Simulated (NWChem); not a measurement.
Species: disiloxane (Si2H6O); SMILES [SiH3]O[SiH3]

```xyz
9

Si    -1.5954     0.0000    -0.0657
O      0.0000     0.0000     0.3761
Si     1.5954     0.0000    -0.0657
H     -1.9102    -1.2152    -0.8769
H     -2.4279     0.0000     1.1697
H     -1.9102     1.2152    -0.8769
H      1.9102     1.2152    -0.8769
H      1.9102    -1.2152    -0.8769
H      2.4279     0.0000     1.1697
```
Atoms are numbered in this order, from 1.

All runs use the structure optimised with PBE0/def2-SVP.

Symmetry labels are those of C2v in the frame above (b1 and b2, or b-type labels, depend on it).

List the 4 lowest vertical singlet excitations from CAM-B3LYP/def2-SVPD, TDA (NWChem).


```csv
state,energy (eV),oscillator strength,symmetry,leading excitation (squared amplitude)
S1,7.23,0.001,b2,HOMO → LUMO (0.94)
S2,7.37,0.001,a1,HOMO−1 → LUMO (0.93)
S3,8.22,0.000,a2,HOMO−2 → LUMO (0.60)
S4,8.30,0.003,b1,HOMO−3 → LUMO (0.61)
```
